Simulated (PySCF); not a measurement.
WS2ClBr, SMILES [S]=[W](=[S])([Cl])[Br], multiplicity 1.

Coordinates come from a PBE0-D3(BJ)/def2-SVP optimisation. The multiplicity is an assumed one; no other spin state was optimised. The structure was generated by enumeration; whether it is a known compound was not checked. The def2 effective core potentials stand for the cores of W; spin–orbit coupling is left out.

These are PySCF with ωB97X/def2-TZVP values and carry that method's errors.

Gas-phase values at a fixed geometry.

Computed frontier levels, gap, dipole moment and polarisability:
```json
{
  "highest_occupied_level": "-9.81 eV",
  "lowest_empty_level": "-1.71 eV",
  "orbital_gap": "8.09 eV",
  "dipole_moment": "0.77 D",
  "quadrupole, principal values (traceless, Buckingham form, about the centre of nuclear charge)": "-0.90, -0.60, 1.49 D·Å",
  "mean_static_polarisability": "112.0 bohr³ (16.59 Å³)",
  "polarisability_principal_values": "102.1, 114.0, 119.9 bohr³"
}
```
